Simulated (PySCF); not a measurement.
GeOF2, SMILES [Ge]([F])(=[O])[F].

Geometry: B3LYP-D3(BJ)/def2-SVP.

The numbers are results of ωB97X/def2-TZVPD (PySCF), not measurements.

Gas-phase values at a fixed geometry.

Computed frontier levels, gap, dipole moment and polarisability:
highest occupied level: -11.97 eV
lowest empty level: -1.12 eV
orbital gap: 10.85 eV
dipole moment: 1.60 D
quadrupole, principal values (traceless, Buckingham form, about the centre of nuclear charge): -8.54, -0.37, 8.91 D·Å
mean static polarisability: 31.6 bohr³ (4.69 Å³)
polarisability, principal values: 25.6, 30.8, 38.5 bohr³
